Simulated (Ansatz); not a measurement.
C4H7AlO can be A, `C=C(C)[CH]1[O][AlH]1`, or B, `[AlH2][CH]1C=COC1`.

Gas-phase electronic energies from Ansatz, PBE0-D4/def2-TZVP geometries. CCSD(T)/CBS adds triple-zeta CCSD(T) − MP2 to the extrapolated MP2 energy (def2 sets, frozen cores). Functionals use def2-TZVPP. B3LYP here is the variant with VWN-RPA as its local correlation; programs differ in this. One conformer a species, not always the lowest.

A:

```xyz
13

C     1.171    0.875   -0.665
C     0.107    0.480    0.037
C    -1.111    1.332    0.211
C     0.043   -0.832    0.700
O     1.256   -1.657    0.619
Al    0.047   -2.447   -0.296
H     1.192    1.846   -1.147
H     2.049    0.245   -0.744
H    -1.271    1.569    1.268
H    -2.009    0.811   -0.135
H    -1.020    2.269   -0.339
H    -0.364   -0.786    1.713
H    -0.090   -3.705   -1.223
```

B:

Z-matrix (Å, degrees):
```
Al
C 1 2.281
C 1 1.974 2 40.8
H 1 1.587 2 105.1 3 116.4
H 1 1.585 2 114.7 3 -104.6
C 2 1.347 1 101.9 3 103.1
H 2 1.081 1 103.3 3 -125.8
C 3 1.523 1 114.6 2 -97.1
H 3 1.086 1 122.9 2 115.0
O 6 1.340 2 114.3 1 -68.2
H 6 1.081 2 129.9 1 111.3
H 8 1.089 3 115.6 1 -57.8
H 8 1.099 3 112.5 1 175.8
```

Which is lower in electronic energy at CCSD(T)/CBS, and by how much? (Estimate.)

Computed: A, by 6.7 kcal/mol.

Give E(B) − E(A) in kcal/mol with PBE-D4, B3LYP-D4, CCSD/def2-TZVPP, MP2/def2-TZVPP, ωB97M-V, PBE0-D4, CCSD(T)/def2-TZVPP. (Best estimate.)

Ansatz gave: PBE-D4 5.2, B3LYP-D4 7.7, CCSD/def2-TZVPP 5.7, MP2/def2-TZVPP 6.3, ωB97M-V 4.7, PBE0-D4 3.1, CCSD(T)/def2-TZVPP 5.7. None reverses the order clearly.

Largest T1 diagnostic: 0.015.

From PBE to PBE0 (25 % exact exchange), in def2-TZVPP and without D4, E(B) − E(A) moves by −2.2 kcal/mol. In def2-TZVPP, CCSD(T) changes the Hartree–Fock value by +1.7 kcal/mol (the triples alone add −0.1 kcal/mol) and MP2 by +2.4 kcal/mol.
